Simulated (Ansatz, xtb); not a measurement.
**Relative energy of two structures of C2H4Zn+**

Structure X is a doublet given by its coordinates and structure Y is a doublet given by its coordinates. Both are isolated ions in the gas phase, relaxed with r2SCAN-D4/def2-SVP.

X (Å):

```csv
atom,x (Å),y (Å),z (Å)
C,-0.0495,-0.3973,0.6425
C,-1.0888,-0.4370,-0.3888
Zn,1.7408,0.3044,0.3276
H,-2.0592,-0.5293,0.1431
H,-0.0151,-1.1633,1.4337
H,-1.1371,0.4433,-1.0449
H,-1.0160,-1.3485,-1.0164
```

Close contacts (Å): C1–C2 1.46, C1–Zn3 1.95, C1–H5 1.10, C2–H4 1.11, C2–H6 1.10, C2–H7 1.11.

Y (Å):

```yaml
atoms:
  - { symbol: C, position_ang: [-3.0140, 1.3985, -0.6754] }
  - { symbol: C, position_ang: [-2.6601, 0.3633, 0.0944] }
  - { symbol: Zn, position_ang: [-1.0832, -0.8219, -0.4380] }
  - { symbol: H, position_ang: [-3.0969, 1.3535, -1.7727] }
  - { symbol: H, position_ang: [-3.1916, 2.3925, -0.2220] }
  - { symbol: H, position_ang: [-2.9562, 0.1706, 1.1413] }
  - { symbol: H, position_ang: [0.0076, -1.7977, -0.8479] }
```

Close contacts (Å): C1–C2 1.34, C2–Zn3 2.04, C1–H4 1.10, C1–H5 1.11, C2–H6 1.10, Zn3–H7 1.52.

Quicker runs give these differences E(Y) − E(X): GFN2-xTB −0.086 eV; HF/STO-3G +1.732 eV (at GFN2-xTB geometries); r2SCAN-D4/def2-SVP//GFN2-xTB +0.749 eV.

**Question.** Estimate E(Y) − E(X) at the level CCSD(T)/def2-SVP.

**Answer.** Calculated at CCSD(T)/def2-SVP: E(Y) − E(X) = +0.473 eV, so structure X lies lower.

The same difference at several levels:

| level | geometry | E(Y) − E(X) (eV) | departure from the last row (eV) | job, with rough time for the two |
| --- | --- | --- | --- | --- |
| GFN2-xTB | GFN2-xTB | −0.086 | −0.559 | optimisation, 0.12 s |
| HF/STO-3G | GFN2-xTB | +1.732 | +1.260 | single point, 14 s |
| r2SCAN-D4/def2-SVP//GFN2-xTB | GFN2-xTB | +0.749 | +0.276 | single point, 9.9 s |
| r2SCAN-D4/def2-SVP | r2SCAN-D4/def2-SVP | +0.490 | +0.017 | optimisation, 3.7 min |
| HF/def2-SVP | r2SCAN-D4/def2-SVP | +0.438 | −0.034 | part of the CCSD(T) run |
| MP2/def2-SVP | r2SCAN-D4/def2-SVP | +0.473 | 0.000 | part of the CCSD(T) run |
| CCSD(T)/def2-SVP | r2SCAN-D4/def2-SVP | +0.473 |  | single point, 65 s |

GFN2-xTB puts the two in the other order. The largest departure from CCSD(T)/def2-SVP is that of HF/STO-3G, 1.260 eV. MP2 in a larger basis moves the difference by −0.051 eV, a step that isn't added because spin contamination makes open-shell MP2 unreliable in this search.

With harmonic frequencies from r2SCAN-D4/def2-SVP (ideal gas, rigid rotor, one conformer each, 298.15 K, 1 atm): the zero-point term adds −0.164 eV; ΔH is +0.325 and ΔG +0.300 eV.

Open shells are spin-unrestricted, with notable spin contamination under HF/STO-3G, HF/def2-SVP, MP2/def2-SVP, CCSD(T)/def2-SVP. The correlated steps freeze 7 core orbitals; the last core shell of Zn is correlated, in a basis made for valence electrons. Run with Ansatz 0.2.0, xtb 6.7.1; the last row on 1 thread of Arm Neoverse V1 on a shared host.
